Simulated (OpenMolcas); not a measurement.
Ta4+ (d1) among equal point charges was computed by CASSCF with the d shell active (OpenMolcas, ANO-RCC-VTZP on the metal). Its lowest spin-free states, and all those of the highest spin:

```tsv
2S+1	Degeneracy	E (cm-1)
2	1	0.0
2	2	4745
2	2	16750
```

Question: Is the site octahedral, tetrahedral or cube-like, axial, or of lower symmetry?

Answer: The states with 2S+1 = 2 have orbital degeneracies 1, 2, 2. There are pairs but no triples, so the site is axial: not cubic, but with a proper or improper axis of order three or more. The run had Ta4+ among 3 point charges of -2 e arranged as a planar triangle (D3h), 2.32 Å from the ion.

Point charges carry no covalency, so the field is a model and not that of real ligands. No measured value stands beside these numbers.
